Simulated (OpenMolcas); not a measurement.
Pm3+ with 8 ligands (fluoride) in cubic eightfold coordination (Oh) at 2.4 Å. A charge of +0.625 e stands 3.2 Å behind each ligand. Ligand basis ANO-RCC-VDZP.
```
Pm    0.0000    0.0000    0.0000
F     1.3856    1.3856    1.3856
F     1.3856    1.3856   -1.3856
F     1.3856   -1.3856    1.3856
F     1.3856   -1.3856   -1.3856
F    -1.3856    1.3856    1.3856
F    -1.3856    1.3856   -1.3856
F    -1.3856   -1.3856    1.3856
F    -1.3856   -1.3856   -1.3856
```

```
Program             : OpenMolcas 26.06
Method              : CASSCF
Basis               : ANO-RCC-VDZP [7s6p4d2f1g]
Scalar Hamiltonian  : DKH2, point nucleus
Active space        : 4 electrons in 7 orbitals (4f)
State averaging     : 2S+1 = 5 even, 35 roots (33 in the spin-orbit step); 2S+1 = 3 even, 117 roots kept (CI in the orbitals of an earlier block, 106 in the spin-orbit step); 2S+1 = 1 even, 75 roots kept (CI in the orbitals of an earlier block, 31 in the spin-orbit step)
Spin-orbit coupling : RASSI with atomic mean-field integrals over the reference wave functions
```

Question: What is the spin-free ground state (labels of O, the rotations of Oh)?

Answer: 5T2, 3-fold in its orbital part, 100 % from free-ion I terms; it has the highest spin that f4 allows.

Question: Where is the first state of the same spin?

Answer: 5E at 114 cm-1 above the ground state.

Question: What are the lowest two levels with spin-orbit coupling?

Answer: A 1-fold level A1, then a 3-fold level T1 217.0 cm-1 above it. Their leading multiplicities are 5 (98 %) and 5 (98 %).

Question: What is χT at 300 K, and how does it compare with the textbook value?

Answer: Hund's rules give f4 the level 5I4 with g = 0.600, so an isolated free-ion multiplet has χT = g² J(J+1) / 8 = 0.900 cm3 K/mol. The computed 0.882 at 300 K differs by -2 %, through the field's splitting, the mixing of terms and any other multiplet in reach.

High states are left out of the spin-orbit mixing, which shifts the levels that they would mix with. Without dynamic correlation the ligand-field splitting of an f shell can come out too small, at times by half. A group larger than the point group allows holds several states that coincide in this model. The first state left out of the spin-orbit step lies near 39000 cm-1 above the lowest spin-free state of the reference (among the parities and spins computed), and the lists stop at four fifths of that energy or lower. No measured value stands beside these numbers; the geometry is a model, was not optimised and need not be the one that this ion takes.
